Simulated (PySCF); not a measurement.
These are PBE-D3(BJ)/def2-TZVP // B3LYP-D3(BJ)/def2-TZVP (PySCF) values and carry that method's errors. Isolated molecules, 0 K electronic values unless said otherwise. 

Reference species (SMILES): `[Ga]([SiH3])([SiH3])[F]` (neutral, multiplicity 1).

- dipole moment = 2.05 D

Changed species: `[SiH3][Ga]([SiH3])[SiH3]` (whole molecule; the reference has whole molecule).

What does the change do to the dipole moment?

the dipole moment falls by 1.99 D, to 0.06 D.
